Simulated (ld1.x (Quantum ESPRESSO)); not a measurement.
An all-electron radial function and its pseudo partner (Cr)

Columns: radius, all-electron u(r) and pseudo u(r) of the 4p shell (level -1.03 eV) of chromium in the configuration [Ar] 3d5 4s1 4p0; PW91, scalar-relativistic, TM scheme, ld1.x (Quantum ESPRESSO) 7.5.

```
r (bohr)  all-electron  pseudo
   0.140        0.0863  0.0013
   0.280        0.0309  0.0054
   0.420       -0.0683  0.0121
   0.560       -0.1326  0.0215
   0.700       -0.1510  0.0336
   0.840       -0.1343  0.0484
   0.980       -0.0964  0.0657
   1.120       -0.0477  0.0855
   1.260        0.0048  0.1078
   1.400        0.0573  0.1322
   1.540        0.1074  0.1587
   1.680        0.1539  0.1866
   1.820        0.1965  0.2156
   1.960        0.2350  0.2449
   2.100        0.2694  0.2739
   2.240        0.2999  0.3015
   2.380        0.3268  0.3272
   2.520        0.3503  0.3504
   2.660        0.3707  0.3707
   2.800        0.3880  0.3880
   2.940        0.4026  0.4026
   3.080        0.4146  0.4146
   3.220        0.4243  0.4243
   3.360        0.4318  0.4318
   3.500        0.4373  0.4373
   3.640        0.4410  0.4410
```

**Question.** How many radial nodes do the two functions have?

**Answer.** The all-electron 4p function has n − l − 1 = 2; the pseudo-wave has 0, since the states of the same l below it are removed with the core.

**Question.** At about which radius was the pseudo-wave matched?

**Answer.** 2.80 bohr. The columns agree to 0.0005 from 2.38 bohr on; several derivatives are matched, so the curves merge somewhat inside the radius.

**Question.** Is the pseudo-wave norm-conserving?

**Answer.** Yes: the TM scheme keeps the norm inside the radius equal to the all-electron one, which fixes the energy derivative of the logarithmic derivative at the level.
